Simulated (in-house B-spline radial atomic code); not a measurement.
A fraction x of an electron is removed from 3p in K5+, starting from [Ne] 3s2 3p2 and keeping the highest spin. Computed with a radial B-spline atomic code at the basis-set limit: non-relativistic BLYP, spin-polarised, spherical fractional occupations, point nucleus.

```tsv
x	E(x) - E(0) (eV)	3p up level (eV)
0	0.0000	-90.460
0.06	5.4596	-91.527
0.15	13.7693	-93.133
0.36	33.7222	-96.898
0.47	44.4899	-98.880
0.5	47.4645	-99.422
0.58	55.4761	-100.868
0.63	60.5421	-101.774
0.85	83.3717	-105.770
0.88	86.5530	-106.317
1	99.4423	-108.505
```

The exact functional would give a straight line between the two integer points. Deviations E(x) - E(0) - x[E(1) - E(0)], in eV: -0.507 at x = 0.06, -1.147 at x = 0.15, -2.077 at x = 0.36, -2.248 at x = 0.47, -2.257 at x = 0.5, -2.2 at x = 0.58, -2.107 at x = 0.63, -1.154 at x = 0.85, -0.956 at x = 0.88.

The curve lies below the straight line by up to 2.257 eV (at x = 0.5): convex, the delocalisation error that favours fractional charges.

Question: How well does Slater's transition state (minus the level at half occupation) give the ionisation energy?

Answer: It gives 99.422 eV against 99.442 eV from the two total energies; NIST lists 99.44 eV, ground level to ground level.
